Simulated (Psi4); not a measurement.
CHN, triplet, at a GFN2-xTB geometry (a higher spin typed on purpose: for a closed-shell molecule this is an excited state); WB97M-V/6-31G* (Psi4 1.11).

Here is a job for Psi4.
```
memory 2 GB

molecule {
0 3
C    -0.45270886    0.35757152   -0.08821317
N     0.58114433   -0.25990983    0.07503626
H    -1.35175721   -0.32606026    0.00402514
}

set {
  basis 6-31g*
  reference uks
}

energy('wb97m-v')
print_variables()
```

The log (banner, timings and long lists left out):

```
   => Loading Basis Set <=

    Name: 6-31G*
    Role: ORBITAL
    Keyword: BASIS

         ---------------------------------------------------------
                                   SCF
               by Justin Turney, Rob Parrish, Andy Simmonett
                          and Daniel G. A. Smith
                              UKS Reference
         ---------------------------------------------------------

  ==> Geometry <==

    Molecular point group: cs
    Full point group: Cs

    Geometry (in Angstrom), charge = 0, multiplicity = 3:

       Center              X                  Y                   Z               Mass
    ------------   -----------------  -----------------  -----------------  -----------------
         C            0.356028731642     0.502882438202     0.000000000000    12.000000000000
         N           -0.281152838814    -0.531905297876     0.000000000000    14.003074004430
         H           -0.332737092753     1.402743478164     0.000000000000     1.007825032230

  Running in cs symmetry.

  Rotational constants: A =     17.48237  B =      1.56744  C =      1.43847 [cm^-1]
  Rotational constants: A = 524108.28901  B =  46990.74010  C =  43124.28342 [MHz]
  Nuclear repulsion =   23.004923604070999

  Charge       = 0
  Multiplicity = 3
  Electrons    = 14
  Nalpha       = 8
  Nbeta        = 6

  ==> Algorithm <==

  SCF Algorithm Type is DF.
  DIIS enabled.
  MOM disabled.
  Fractional occupation disabled.
  Guess Type is SAD.
  Energy threshold   = 1.00e-06
  Density threshold  = 1.00e-06
  Integral threshold = 1.00e-12

  ==> Primary Basis <==

  Basis Set: 6-31G*
    Blend: 6-31G*
    Number of shells: 14
    Number of basis functions: 32
    Number of Cartesian functions: 32
    Spherical Harmonics?: false
    Max angular momentum: 2

  ==> DFT Potential <==

   => LibXC <=

    Version 7.1.2
    S. Lehtola, C. Steigemann, M. J. T. Oliveira, and M. A. L. Marques,  SoftwareX 7, 1–5 (2018) (10.1016/j.softx.2017.11.002)

   => Composite Functional: WB97M-V <=

    wB97M-V Hyb-GGA Exchange-Correlation Functional

    N. Mardirossian and M. Head-Gordon,  J. Chem. Phys. 144, 214110 (2016) (10.1063/1.4952647)

    Deriv               =              1
    GGA                 =           TRUE
    Meta                =           TRUE

    Exchange Hybrid     =           TRUE
    MP2 Hybrid          =          FALSE

   => Exchange-Correlation Functionals <=

    1.0000   wB97M-V exchange-correlation functional

[...]
      Ntotal   =   14.0000001518 ; deviation = 1.518e-07

   @Spin Contamination Metric:   2.155744983E-03
   @S^2 Expected:                2.000000000E+00
   @S^2 Observed:                2.002155745E+00
   @S   Expected:                1.000000000E+00
   @S   Observed:                1.000000000E+00

    Orbital Energies [Eh]
    ---------------------

    Alpha Occupied:

[...]
    Alpha Virtual:

[...]
    Beta Occupied:

[...]
    Beta Virtual:

[...]
    Final Occupation by Irrep:
             Ap   App
    DOCC [     5,    1 ]
    SOCC [     2,    0 ]
    NA   [     7,    1 ]
    NB   [     5,    1 ]

  @DF-UKS Final Energy:   -93.20483126566502

   => Energetics <=

    Nuclear Repulsion Energy =             23.0049236040709992
    One-Electron Energy =                -170.6275731412002870
    Two-Electron Energy =                  63.2847577724148920
    DFT Exchange-Correlation Energy =      -8.9253458785710453
    Empirical Dispersion Energy =           0.0000000000000000
    VV10 Nonlocal Energy =                  0.0584063776204332
    Total Energy =                        -93.2048312656650211

  UHF NO Occupations:
  HONO-2 :    5 Ap 1.9995256
  HONO-1 :    6 Ap 1.0000000
  HONO-0 :    7 Ap 1.0000000
  LUNO+0 :    8 Ap 0.0004744
  LUNO+1 :    9 Ap 0.0002286
  LUNO+2 :    2App 0.0001926
  LUNO+3 :   10 Ap 0.0001816

Computation Completed

Properties will be evaluated at   0.000000,   0.000000,   0.000000 [a0]

Properties computed using the SCF density matrix

 Multipole Moments:

 ------------------------------------------------------------------------------------
     Multipole            Electronic (a.u.)      Nuclear  (a.u.)        Total (a.u.)
 ------------------------------------------------------------------------------------

 L = 1.  Multiply by 2.5417464519 to convert [e a0] to [Debye]
 Dipole X            :          0.5412525           -0.3111143            0.2301383
 Dipole Y            :         -0.7777893            1.3165741            0.5387848
 Dipole Z            :          0.0000000            0.0000000            0.0000000
 Magnitude           :                                                    0.5858777

 ------------------------------------------------------------------------------------

  Variable Map:
  ----------------------------------------------------------------------------
[...]
  Array Variable Map:
  ----------------------------------------------------------------------------
[...]
[...]
```
